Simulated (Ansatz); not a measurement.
Ansatz results at the PBE0-D4/def2-TZVP geometry: ideal-gas entropy at 298 K and 1 bar (rigid rotor, harmonic PBE0-D4/def2-TZVP) 317 J/(mol·K); HOMO energy (PBE/def2-TZVPP) -6.64 eV; HOMO–LUMO gap (B3LYP/def2-TZVPP) 6.93 eV.

Each molecule was computed in one conformer, which needn't be the lowest.

(1) Which molecule gave them?
A. `CC(=S)CI`
B. `N=C(N)Cl`
C. `[SiH3]B[CH2][InH2]`
D. `N#CC(O)S`

Answers

(1) D. The others give `N=C(N)Cl`: 288, -6.27, 7.58; `CC(=S)CI`: 358, -5.40, 3.55; `[SiH3]B[CH2][InH2]`: 363, -6.58, 5.63.

B3LYP here is the variant with VWN-RPA as its local correlation; programs differ in this.
